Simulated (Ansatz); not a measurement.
Reaction (formal exchange of groups at the Si–O bond): `FCO[SiH2][SiH3]` + `C=C` → `C=C[SiH2][SiH3]` + `OCF`

Computed with Ansatz on PBE0-D4/def2-TZVP structures; ΔE is electronic, products minus reactants. CCSD(T)/CBS adds triple-zeta CCSD(T) − MP2 to the extrapolated MP2 energy (def2 sets, frozen cores). This one scheme is used for every species. Functionals use def2-TZVPP. One conformer a species, not always the lowest.

```json
{"level": "r2SCAN-D4", "ΔE (kJ/mol)": "73.1"}
{"level": "ωB97M-V", "ΔE (kJ/mol)": "75.4"}
{"level": "PBE", "ΔE (kJ/mol)": "62.1"}
{"level": "HF/def2-TZVPP", "ΔE (kJ/mol)": "87.6"}
{"level": "MP2/def2-TZVPP", "ΔE (kJ/mol)": "73.5"}
{"level": "MP2/def2-QZVPP", "ΔE (kJ/mol)": "74.1"}
{"level": "SCS-MP2/def2-QZVPP", "ΔE (kJ/mol)": "77.4"}
{"level": "CCSD/CBS(def2)", "ΔE (kJ/mol)": "76.6"}
```

Problem. What does CCSD(T)/CBS give? (An estimate is asked.)

Solution. The calculation gave: +74.5 kJ/mol. The listed levels differ from it by -1.4, 0.9, -12.4, 13.1, -1.0, -0.4, 2.9, 2.1 kJ/mol.

Largest T1 diagnostic among the species: 0.013.

From PBE to PBE0 (25 % exact exchange), in def2-TZVPP and without D4, ΔE moves by +3.0 kJ/mol. In def2-TZVPP, CCSD(T) changes the Hartree–Fock value by −13.4 kJ/mol (the triples alone add −2.1 kJ/mol) and MP2 by −14.1 kJ/mol.
